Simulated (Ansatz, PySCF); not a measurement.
Gas-phase reaction (SMILES): CF (CH3F) [fluoromethane] + [H][H] (H2) → C (CH4) + F (HF); energy of full hydrogenation.

Structures are relaxed separately at B3LYP-D3(BJ)/def2-TZVP in Ansatz (an electronic-structure program). Valence correlation only, unless marked. Spin-orbit coupling is left out. Non-relativistic. CBS(X,Y): correlation extrapolated as X^-3; Hartree-Fock from the larger set. Thermal terms are rigid-rotor harmonic-oscillator values from B3LYP-D3(BJ) frequencies (Ansatz or PySCF) at 298.15 K and 1 atm. 1 Eh = 627.5095 kcal/mol.

```tsv
species	E, CCSD(T)/CBS(def2-TZVPPD,def2-QZVPPD) (Ansatz) (Eh)	E, PBE-D3(BJ)/def2-TZVPD (Ansatz + dftd3) (Eh)	H - E (Eh)	G - E (Eh)
CF (CH3F)	-139.62857	-139.65003	0.04297	0.01769
[H][H] (H2)	-1.17452	-1.16598	0.01336	-0.00144
C (CH4)	-40.45806	-40.46420	0.04840	0.02728
F (HF)	-100.39266	-100.39533	0.01259	-0.00713
```

Question: Work out ΔE and ΔH, ΔG, ΔS and the equilibrium constant at 298.15 K at the first level, then ΔH at the second.

Answer: 
1. ΔE = [(-40.45806) + (-100.39266)] - [(-139.62857) + (-1.17452)] = -0.04763 Eh = -29.9 kcal/mol at CCSD(T)/CBS(def2-TZVPPD,def2-QZVPPD).
2. The terms H - E add up to 0.00466 Eh, so ΔH = (-0.04763 + (0.00466))×627.5095 = -27.0 kcal/mol.
3. The terms G - E add up to 0.00390 Eh, so ΔG = -27.4 kcal/mol, and ΔS = (0.00466 - (0.00390))×627509.5/298.15 = 1.6 cal/(mol K).
4. log10 K = -ΔG/(RT ln 10) = 20.1, with RT ln 10 = 1.3642 kcal/mol.
5. At PBE-D3(BJ)/def2-TZVPD the same steps give ΔE = -27.3 and ΔH = -24.4 kcal/mol, a shift of +2.6 from the first level.
6. Tabulated enthalpies of formation (CF (CH3F) -56.5 kcal/mol, ATcT 1.112; [H][H] (H2) 0.0 kcal/mol, zero by definition; C (CH4) -17.8 kcal/mol, ATcT 1.112; F (HF) -65.2 kcal/mol, ATcT 1.112) give ΔH = -26.5, so the errors are -0.5 and +2.1 kcal/mol; the tables hold anharmonic motion, scalar relativity, which both levels lack, and core correlation, which the frozen-core level lacks.
